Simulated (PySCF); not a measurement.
Point-charge models of `Fc1ccc(F)c(F)c1` against its computed dipole.

Coordinates (PBE0-D3(BJ)/def2-TZVP, Å) and charges (e) from the PBE0/pcSseg-2 density (PySCF):

| atom | x | y | z | Mulliken | IAO | Hirshfeld | ESP-fitted |
| --- | --- | --- | --- | --- | --- | --- | --- |
| F1 | -0.506 | -0.403 | 2.631 | -0.2665 | -0.2702 | -0.0821 | -0.2018 |
| C2 | -0.263 | -0.195 | 1.334 | +0.3795 | +0.3066 | +0.0869 | +0.4095 |
| C3 | -0.885 | 0.857 | 0.692 | -0.1014 | -0.1988 | -0.0678 | -0.3365 |
| C4 | -0.625 | 1.062 | -0.656 | -0.0680 | -0.1758 | -0.0555 | -0.2322 |
| C5 | 0.241 | 0.224 | -1.327 | +0.2747 | +0.2550 | +0.0659 | +0.1816 |
| F6 | 0.498 | 0.412 | -2.620 | -0.2561 | -0.2610 | -0.0795 | -0.1693 |
| C7 | 0.853 | -0.826 | -0.658 | +0.2898 | +0.2802 | +0.0786 | +0.3341 |
| F8 | 1.684 | -1.623 | -1.322 | -0.2495 | -0.2553 | -0.0732 | -0.1766 |
| C9 | 0.608 | -1.047 | 0.682 | -0.1573 | -0.2302 | -0.0789 | -0.4743 |
| H10 | -1.560 | 1.501 | 1.240 | +0.0443 | +0.1782 | +0.0653 | +0.2096 |
| H11 | -1.090 | 1.875 | -1.199 | +0.0514 | +0.1806 | +0.0685 | +0.2066 |
| H12 | 1.087 | -1.867 | 1.201 | +0.0590 | +0.1908 | +0.0716 | +0.2492 |

Compute μ = Σ q r for each scheme (1 e·Å = 4.803 D) and compare with the dipole of the full density.

The full density gives (-0.88, 0.86, 0.66) D, 1.40 D in size; dipole vectors point from the negative to the positive end.

| scheme | μx | μy | μz | size (D) | share of the full size (%) | angle to the full dipole (°) |
| --- | --- | --- | --- | --- | --- | --- |
| Mulliken | -1.07 | 1.03 | 0.87 | 1.72 | 123 | 2 |
| IAO | -1.56 | 1.52 | 1.20 | 2.49 | 178 | 1 |
| Hirshfeld | -0.54 | 0.53 | 0.41 | 0.87 | 62 | 0 |
| ESP-fitted | -0.89 | 0.87 | 0.67 | 1.41 | 101 | 0 |

Which set comes closest?

Length of the difference vector: ESP-fitted 0.01 D, Mulliken 0.33 D, Hirshfeld 0.54 D, IAO 1.09 D. Closest: ESP-fitted. 

What is left for the Hirshfeld atoms' own dipoles?

The shares of the density sum to the whole, so what Σ q r misses lies in dipoles about the nuclei. The atomic dipoles sum to (-0.88, 0.86, 0.66) − (-0.54, 0.53, 0.41) = (-0.34, 0.33, 0.25) D, 0.54 D in size.

With the origin at the mean of the coordinates, (0.003, -0.003, 0.000) Å, which are the largest single terms, by size, of the IAO dipole along the direction of the full one?

F8 +3.29, H10 +2.14, C7 -1.82, F1 -1.71, F6 +1.62 D; all 12 atoms together +2.49 D. The single terms depend on the origin, their sum doesn't.

Give the size of the full dipole in other units.

1.40 D = 0.551 au = 0.292 e·Å = 4.67 × 10⁻³⁰ C·m.

Isolated species at its PBE0-D3(BJ)/def2-TZVP geometry, gas phase.
